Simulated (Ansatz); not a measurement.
The same path of BFH3N + ClH (8 atoms, charge 0, multiplicity 1) was run twice with different band settings. Lost on the way: B1–F2, Cl7–H8. Made: B1–Cl7, F2–H8.

These are results of RKS PBE0/6-31G* in Ansatz, not measurements.

Relaxed end points:

```xyz
8
Properties=species:S:1:pos:R:3
B 0.055 -0.199 -0.365
F -0.011 0.034 0.968
N 1.302 -0.321 -0.963
H 2.170 -0.241 -0.453
H 1.412 -0.492 -1.950
H -0.966 -0.289 -0.979
Cl 0.104 2.897 2.412
H -0.005 1.725 1.882
```

```xyz
8
Properties=species:S:1:pos:R:3
B 0.128 0.590 -0.462
F -0.051 -0.138 2.319
N 1.289 0.025 -0.951
H 1.298 -0.898 -1.359
H 2.198 0.458 -0.873
H -0.938 0.070 -0.552
Cl 0.213 2.225 0.278
H -0.076 0.782 2.151
```

Common settings: movable images 5; climbing image yes; spring 5.0 eV/Å²; start path through a guess of the saddle point; force threshold 0.05 eV/Å; iteration limit 60; end points relaxed.

| run | optimiser | largest step |
| --- | --- | --- |
| 1 | quadratic models (default) | default |
| 2 | lbfgs | 0.5 Å |

**Question.** What does each run give, and how far can it be trusted?

**Answer.** Run 1: converged after 22 iterations, highest image 1.677 eV above the first end. Neighbouring images differ by up to 1.4 eV, so the band resolves the path poorly. A vibrational analysis at the climbing image gives one clearly imaginary mode, 499i cm⁻¹: a first-order saddle point.
Run 2: converged after 58 iterations, highest image 1.919 eV above the first end. The order of the point at the top wasn't checked.
The orbitals stay closed-shell, which can raise the energy where a bond breaks towards radicals; this wasn't checked here.
